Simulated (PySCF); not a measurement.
Structure revision by computed shifts

A compound C$_{5}$H$_{8}$O$_{4}$Si gives the data below (simulated from a calculation) and was assigned the structure `O=CO[Si@@H]1COCCC1=O`.

¹³C{¹H} NMR (computed): δ 213.1 (C), 163.1 (CH), 90.9 (CH), 74.6 (CH2), 29.7 (CH2).

¹H NMR (300 MHz, computed): δ 8.11 (s, 1H), 7.12 (m, 1H), 4.80 (m, 1H), 4.62 (m, 1H), 4.31 (m, 1H), 4.30 (m, 1H), 2.82 (m, 1H), 2.28 (m, 1H).

Level of theory: coordinates at the GFN2-xTB level, shieldings: GIAO PBE0/pcSseg-1, in PySCF 2.14 (non-relativistic Hamiltonian, a single conformation, isolated molecule).

δ = σ(ref) − σ, references computed at the same level: ¹H (σref 31.72), ¹³C (σref 186.93) vs TMS.

Q: Compare with the shifts computed for the proposed structure, pairing carbons in order of shift.

A: Mapped SMILES: `[O:1]=[CH:2][O:3][Si@@H:4]1[CH2:5][O:6][CH2:7][CH2:8][C:9]1=[O:10]`; H(Xn) means a hydrogen on atom n.

| atom | computed for proposal | given list | difference |
| --- | --- | --- | --- |
| C9 | 238.0 | 213.1 | +24.9 |
| C2 | 165.2 | 163.1 | +2.1 |
| C7 | 74.1 | 90.9 | -16.8 |
| C5 | 67.5 | 74.6 | -7.1 |
| C8 | 60.8 | 29.7 | +31.1 |

The rms difference is 19.6 ppm and the largest +31.1 ppm at C8 (sp3 CH2 α to a carbonyl). The carbon types in order of shift don't match either: C, CH, CH2, CH2, CH2 for the proposal against C, CH, CH, CH2, CH2 in the data. The proposal doesn't fit.

Q: Which isomer fits?

A: `O=CO[C@@H]1OCC(=O)C[SiH2]1`.

1. Carbon types of the structure: 1 × C, 2 × CH, 2 × CH2, leaving 2 H on heteroatoms.
2. δC 213.1: ketone carbonyl carbon; the double bond to the heteroatom, with no lone-pair donor beside it, deshields it most.
3. δC 163.1: ester carbonyl carbon; lone-pair donation from the attached heteroatom keeps it upfield of a ketone carbonyl.
4. δC 90.9: sp3 carbon bearing two oxygens; 2 electronegative neighbours deshield it.
5. δC 74.6: sp3 CH2 bonded to O, α to a carbonyl; the inductive effect lowers its shielding.

The shifts were computed for this structure.

Shifts are as computed. Against solution values, carbons near 30 ppm lie about +3 ppm off and those near 130 ppm about +5 ppm. Of 1309 compounds with measured shifts, 239 miss one by over three times the rms of a fit or turn the order of signals round; such compounds aren't used in these exercises. Multiplicities follow the n + 1 count of equivalent neighbours, as no J values were calculated; m marks all less simple cases, F and P coupling included.
